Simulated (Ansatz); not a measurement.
Consider the cleavage of the Si–Si bond: `[SiH3][SiH2][SiH2][SiH2][GeH2][SiH3]` + `BS` → `BS[SiH2][SiH2][SiH3]` + `[SiH3][GeH2][SiH3]`.

Gas-phase electronic energies from Ansatz, PBE0-D4/def2-TZVP geometries. CBS: MP2 limit from def2 TZ/QZ plus the TZ coupled-cluster correction, frozen cores. This one scheme is used for every species. DFT in def2-TZVPP. B3LYP here is the variant with VWN-RPA as its local correlation; programs differ in this. HSE06 is defined as in plane-wave codes. For Ge outer-core shells are correlated without core-valence functions, which leaves a few kJ/mol of doubt a bond. Scalar relativity is left out up to krypton. Each species was taken in one conformer, which may not be the lowest.

| level | ΔE (kJ/mol) | difference from CCSD(T)/CBS |
| --- | --- | --- |
| LDA (SPW92) | -22.4 | 10.3 |
| PBE-D4 | -21.4 | 11.3 |
| BLYP-D4 | -27.9 | 4.8 |
| r2SCAN-D4 | -30.2 | 2.5 |
| B97M-V | -28.0 | 4.7 |
| PBE0-D4 | -24.0 | 8.7 |
| r2SCANh-D4 | -30.4 | 2.3 |
| r2SCAN0-D4 | -30.9 | 1.8 |
| HSE06-D4 | -24.1 | 8.6 |
| BHLYP-D4 | -32.5 | 0.2 |
| CAM-B3LYP-D4 | -32.2 | 0.5 |
| ωB97X-V | -31.6 | 1.1 |
| ωB97M-V | -35.2 | -2.5 |
| B2PLYP | -39.3 | -6.6 |
| PBE-QIDH | -34.2 | -1.5 |
| PBE | -28.4 | 4.3 |
| revPBE | -32.0 | 0.7 |
| BLYP | -39.7 | -7.0 |
| r2SCAN | -33.2 | -0.5 |
| PBE0 | -31.2 | 1.5 |
| B3LYP | -40.2 | -7.5 |
| r2SCAN0 | -34.5 | -1.8 |
| HSE06 | -31.2 | 1.5 |
| BHLYP | -43.5 | -10.8 |
| CAM-B3LYP | -40.4 | -7.7 |
| LC-ωPBE | -34.3 | -1.6 |
| RPA@PBE/def2-TZVPP | -29.7 | 3.0 |
| HF/def2-SVP | -43.5 | -10.8 |
| MP2/def2-SVP | -28.3 | 4.4 |
| CCSD/def2-SVP | -25.2 | 7.5 |
| HF/def2-TZVPP | -51.7 | -19.0 |
| MP2/def2-TZVPP | -37.4 | -4.7 |
| CCSD/def2-TZVPP | -32.7 | 0.0 |
| CCSD(T)/def2-TZVPP | -30.4 | 2.3 |
| HF/def2-QZVPP | -53.0 | -20.3 |
| MP2/def2-QZVPP | -39.2 | -6.5 |
| SCS-MP2/def2-QZVPP | -41.9 | -9.2 |
| HF/CBS(def2) | -53.2 | -20.5 |
| MP2/CBS(def2) | -39.7 | -7.0 |
| CCSD/CBS(def2) | -34.9 | -2.2 |
| CCSD(T)/CBS | -32.7 | 0 |

Largest T1 diagnostic among the species: 0.015.

In def2-TZVPP, CCSD(T) changes the Hartree–Fock value by +21.3 kJ/mol (the triples alone add +2.2 kJ/mol) and MP2 by +14.3 kJ/mol. The D4 term adds +10.8 kJ/mol with B3LYP and +7.2 kJ/mol with PBE0; it sums over pairs of atoms, weighted by their polarisabilities, and B3LYP, whose exchange is more repulsive, gets the larger term. From BLYP to BHLYP (50 % exact exchange), in def2-TZVPP and without D4, ΔE moves by −3.8 kJ/mol.
